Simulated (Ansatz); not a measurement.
Total energies of C2H5FO2Si (`C[C@]1(F)O[Si@H]1O`).

Cartesian coordinates in Å:
```
C -0.8433 -1.2724 0.8171
C -0.2709 0.0263 0.3665
F -0.4361 0.9751 1.3545
O -0.8199 0.5229 -0.8789
Si 0.8354 0.4896 -0.9948
O 1.6727 1.8788 -1.0345
H -1.9149 -1.1516 1.0026
H -0.7036 -2.0371 0.0528
H -0.3578 -1.5991 1.7376
H 1.4360 -0.4047 -1.9956
H 1.4022 2.5723 -0.4272
```

Total charge 0; spin multiplicity 1. Geometry: relaxed with PBE0-D4/def2-TZVP. It is one conformer, not always the lowest. Basis def2-TZVPP, Ansatz 0.2.0.

RPA on PBE orbitals: Hartree–Fock energy of these orbitals -616.86191 Eh, correlation -1.83670 Eh (frozen core).

```tsv
functional	energy without D4 (Eh)	D4 term (kJ/mol)
LDA (SPW92)	-615.62119	–
PBE	-618.70123	-22.0
revPBE	-619.03452	-70.6
BLYP	-619.13467	-49.0
r2SCAN	-619.02206	-5.4
B97M-V	-619.05232	–
PBE0	-618.73364	-18.5
B3LYP	-619.22661	-35.4
r2SCANh	-619.00094	-5.7
r2SCAN0	-618.97087	-6.3
HSE06 (plane-wave form)	-618.71216	-17.1
BHLYP	-619.04368	-25.9
CAM-B3LYP	-619.10153	-18.6
LC-ωPBE	-618.92253	–
ωB97X-V	-619.05372	–
ωB97M-V	-619.08575	–
B2PLYP	-618.86681	–
PBE-QIDH	-618.60561	–
```

B3LYP takes the VWN-RPA correlation (the form of Gaussian; ORCA's B3LYP/G). HSE06 is the plane-wave form, built on full-range PBE exchange. The double hybrids freeze the cores in their second-order part.

LC-ωPBE has ω = 0.4 bohr⁻¹.
